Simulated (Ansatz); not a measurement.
The cluster In₄P₂Cl₆, relaxed as a singlet with RKS r2SCAN-D4/def2-SVP in Ansatz, starting from the GFN1-xTB geometry. Force threshold 0.03 eV/Å.

In the def2 sets In takes a core potential; there is no spin–orbit coupling. The structure comes from a short search, and lower isomers may exist.

Start:

```xyz
12

In    1.081    0.904    1.417
In   -1.136    1.540   -1.034
In   -1.773   -0.825    0.956
In    0.597   -1.327   -1.374
P    -1.294    1.659    1.559
P    -1.846   -0.887   -1.642
Cl    2.524   -2.487   -2.135
Cl   -1.116    3.422   -2.542
Cl   -2.706   -2.492    2.428
Cl    3.274    1.090    2.306
Cl    0.832   -1.664    1.184
Cl    1.562    1.067   -1.124
```

```csv
step,energy (eV),largest force component (eV/Å),SCF passes
1,-114394.8843,1.208,19
2,-114394.9692,0.969,26
3,-114395.1370,0.337,26
4,-114395.1907,0.166,21
5,-114395.1909,0.222,21
6,-114395.1978,0.027,21
```

Force components are those of the run's own axes.

End:

```xyz
12

In    1.141    0.971    1.512
In   -1.132    1.564   -1.058
In   -1.779   -0.850    0.979
In    0.641   -1.405   -1.462
P    -1.240    1.627    1.534
P    -1.770   -0.889   -1.615
Cl    2.361   -2.659   -2.403
Cl   -1.285    3.404   -2.509
Cl   -2.841   -2.397    2.390
Cl    3.196    1.299    2.556
Cl    0.991   -1.682    1.178
Cl    1.717    1.018   -1.101
```

By distances, no bond broke or formed. The bond that changes most is In2–Cl12, from 2.74 to 2.90 Å (atoms count from 1).

No frequencies were taken in this run, so the end may be a saddle point.

Run time 74 s (4 threads of Arm Neoverse V2 on a shared host), peak host memory 0.66 GiB.
